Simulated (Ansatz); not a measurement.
Ansatz (a first-principles code) input:

Ansatz 0.2 input:
```yaml
crystal:
  periodic: [false, false, false]
  atoms:
    - {symbol: Y, position_ang: [-0.00000000, 0.00000000, 0.00000000]}
    - {symbol: Br, position_ang: [-2.12402257, -1.63056569, -0.31795105]}
    - {symbol: Br, position_ang: [0.01108917, 2.43934278, -1.14925762]}
    - {symbol: Br, position_ang: [2.11293340, -0.80877709, 1.46720867]}
basis:
  gaussian:
    orbitals: def2-TZVPD
hamiltonian:
  xc: {name: r2SCAN0}
total_charge: -1
magnetization: {spin_polarized: true, initial_magnetization: 1}
output: {forces: true}
```

Problem. What final total energy does it print?

Solution. -7761.07361 Eh (r2SCAN0/def2-TZVPD). The basis has 211 functions.

The spin state was set by rule; other spins were not relaxed.
